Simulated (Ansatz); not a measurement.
Ti₂Se₄ (the lowest singlet isomer of a short search), 6 atoms. Hardware: 4 threads of Intel Xeon Platinum 8488C on a shared host.

Problem. How many basis functions does each of these Ansatz runs have, and roughly what does it cost? HF/STO-3G, charge 0 triplet, energy; PBE-D4/def2-TZVP, charge 1 doublet at the geometry of the charge 0 singlet, energy, from earlier orbitals; PBE-D4/def2-TZVP, charge 0 unrestricted singlet, energy, from earlier orbitals; PBE-D4/def2-TZVP, charge 0 quintet, energy, from earlier orbitals; PBE0-D4/def2-TZVPD, charge -1 doublet, energy, from earlier orbitals; r2SCAN-D4/def2-TZVP, charge 0 triplet, energy, from earlier orbitals; PBE-D4/def2-SVP, charge 0 triplet, energy with a search over starts; r2SCAN-D4/def2-TZVP, charge 0 unrestricted singlet, energy, from earlier orbitals; HF/STO-3G, charge 0 quintet, energy; PBE-D4/def2-TZVPD, charge -1 doublet, energy, from earlier orbitals; r2SCAN-D4/def2-TZVPD, charge 0 singlet, energy, from earlier orbitals; PBE-D4/def2-TZVP, charge 0 triplet, energy, from earlier orbitals.

Solution. Other jobs shared the machine, so times can vary by a factor of up to 3.

```csv
run,functions,fitting or Cholesky vectors,wall time,peak host memory (GiB)
"HF/STO-3G, charge 0 triplet, energy",108,1226,3.8 s,0.64
"HF/STO-3G, charge 0 quintet, energy",108,1227,4.7 s,0.64
"PBE-D4/def2-TZVP, charge 0 unrestricted singlet, energy, from earlier orbitals",282,2374,11 s,0.82
"PBE-D4/def2-TZVP, charge 0 quintet, energy, from earlier orbitals",282,2374,12 s,0.81
"PBE-D4/def2-TZVP, charge 0 triplet, energy, from earlier orbitals",282,2374,12 s,0.85
"r2SCAN-D4/def2-TZVPD, charge 0 singlet, energy, from earlier orbitals",324,2544,14 s,1.1
"PBE-D4/def2-TZVPD, charge -1 doublet, energy, from earlier orbitals",324,2544,17 s,1.1
"PBE-D4/def2-SVP, charge 0 triplet, energy with a search over starts",190,2144,31 s,0.87
"PBE-D4/def2-TZVP, charge 1 doublet at the geometry of the charge 0 singlet, energy, from earlier orbitals",282,2374,33 s,1.6
"PBE0-D4/def2-TZVPD, charge -1 doublet, energy, from earlier orbitals",324,2288,36 s,2.3
"r2SCAN-D4/def2-TZVP, charge 0 unrestricted singlet, energy, from earlier orbitals",282,2374,59 s,1.8
"r2SCAN-D4/def2-TZVP, charge 0 triplet, energy, from earlier orbitals",282,2374,1.8 min,1.7
```
